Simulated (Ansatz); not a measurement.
Calculated with Ansatz (gas phase, PBE0-D4/def2-TZVP geometries, no zero-point term in ΔE). CCSD(T)/CBS is the MP2 limit (def2-TZVPP, def2-QZVPP) plus CCSD(T) − MP2 in def2-TZVPP, frozen cores. This one scheme is used for every species. Functionals use def2-TZVPP. B3LYP here is the variant with VWN-RPA as its local correlation; programs differ in this. For Se outer-core shells are correlated without core-valence functions, which leaves a few kJ/mol of doubt a bond. Scalar relativity is left out up to krypton. Each species was taken in one conformer, which may not be the lowest.

`CC[Se]C=N` + `C[SiH3]` → `C[Se]C=N` + `CC[SiH3]`  (redistribution)

```csv
level,ΔE (kJ/mol)
PBE-D4,21.2
B3LYP-D4,19.5
PBE,20.4
B3LYP,18.3
CCSD(T)/def2-TZVPP,20.6
HF/def2-QZVPP,14.1
MP2/def2-QZVPP,22.3
CCSD/CBS(def2),19.4
```

Question: What does CCSD(T)/CBS give? (An estimate is asked.)

Answer: Ansatz gave: +21.1 kJ/mol. The listed levels differ from it by 0.1, -1.6, -0.7, -2.8, -0.5, -7.0, 1.2, -1.7 kJ/mol.

Largest T1 diagnostic among the species: 0.012.

In def2-TZVPP, CCSD(T) changes the Hartree–Fock value by +6.1 kJ/mol (the triples alone add +1.7 kJ/mol) and MP2 by +7.6 kJ/mol.
